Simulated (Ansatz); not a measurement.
Conformers of `CO[Si](C)(N)F`, each relaxed with PBE0-D4/def2-TZVP in Ansatz. CBS adds the triple-zeta coupled-cluster correction to the MP2 limit.

Not all of them had a frequency check.

Conformer A:

Cartesian coordinates in Å:
```
C 1.753 -0.240 1.367
O 0.521 0.342 1.000
Si -0.473 -0.225 -0.159
C -1.888 0.957 -0.230
N 0.386 -0.517 -1.601
F -1.034 -1.674 0.233
H 2.281 -0.645 0.497
H 2.373 0.530 1.830
H 1.597 -1.046 2.090
H -2.350 1.068 0.753
H -2.647 0.608 -0.933
H -1.550 1.944 -0.557
H 0.179 -1.316 -2.174
H 0.852 0.211 -2.115
```

Conformer B:

Z-matrix (Å, degrees):
```
C
O 1 1.407
H 1 1.092 2 108.3
H 1 1.096 2 111.1 3 118.8
H 1 1.095 2 111.7 3 -119.8
Si 2 1.631 1 124.6 3 162.9
N 6 1.702 2 109.1 1 -56.6
C 6 1.849 2 114.4 1 66.6
F 6 1.598 2 102.6 1 -176.9
H 7 1.008 6 120.8 2 -51.6
H 7 1.006 6 120.7 2 161.0
H 8 1.093 6 111.3 2 179.2
H 8 1.092 6 110.2 2 59.9
H 8 1.092 6 111.2 2 -60.3
```

Problem. Which is lowest in electronic energy at CCSD(T)/CBS (frozen core, def2 sets), and by how much? (An estimate is asked.)

Solution. The calculation gave: A; B lies 2.3 kJ/mol higher.

Problem. Give the energies relative to A (kJ/mol) with PBE-D4/def2-TZVPP, r2SCAN-D4/def2-TZVPP, PBE0-D4/def2-TZVPP, B2PLYP/def2-TZVPP, PBE/def2-TZVPP, r2SCAN/def2-TZVPP, HF/def2-QZVPP. (An estimate is asked.)

Solution. The calculation gave: 
```
               level    B
   PBE-D4/def2-TZVPP  2.1
r2SCAN-D4/def2-TZVPP  2.2
  PBE0-D4/def2-TZVPP  2.2
   B2PLYP/def2-TZVPP  2.9
      PBE/def2-TZVPP  2.6
   r2SCAN/def2-TZVPP  2.4
       HF/def2-QZVPP  2.9
```
